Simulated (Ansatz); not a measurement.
Stepwise reaction of `C[NH][GeH]([Cl])[Cl]` with hydrogen, as a gas-phase model of exchange steps in deposition or etching. ΔE in kJ/mol; ΔG adds harmonic PBE0-D4 terms to CCSD(T)/CBS, at 1 bar.

Isolated molecules relaxed with PBE0-D4/def2-TZVP in Ansatz; ΔE leaves out vibrations. CCSD(T)/CBS is the MP2 limit (def2-TZVPP, def2-QZVPP) plus CCSD(T) − MP2 in def2-TZVPP, frozen cores. This one scheme is used for every species. Functionals use def2-TZVPP. B3LYP here is the variant with VWN-RPA as its local correlation; programs differ in this. For Ge outer-core shells are correlated without core-valence functions, which leaves a few kJ/mol of doubt a bond. Scalar relativity is left out up to krypton. Each species was taken in one conformer, which may not be the lowest.

```json
{"step": "1", "reaction": "`C[NH][GeH]([Cl])[Cl]` + H₂ → `C[NH][GeH2][Cl]` + HCl", "PBE-D4": "58.4", "B3LYP-D4": "58.3", "ωB97M-V": "57.6", "CCSD(T)/CBS": "56.1", "ΔG(500 K)": "51.1"}
{"step": "2", "reaction": "`C[NH][GeH2][Cl]` + H₂ → `C[NH][GeH3]` + HCl", "PBE-D4": "75.7", "B3LYP-D4": "76.1", "ωB97M-V": "74.7", "CCSD(T)/CBS": "73.6", "ΔG(500 K)": "65.6"}
```

By hand: ΔE of the 2 steps together at CCSD(T)/CBS.

(56.1) + (73.6) = 129.7 kJ/mol, or 64.8 kJ/mol a step.

In ΔE each step is higher than the one before. All are uphill at CCSD(T)/CBS. ΔG lies between 51.1 and 65.6 kJ/mol a step. PBE-D4 differs from CCSD(T)/CBS by 2.1 to 2.3 kJ/mol a step. Isolated molecules leave out the surface, adducts and barriers. Largest T1 diagnostic: 0.011.
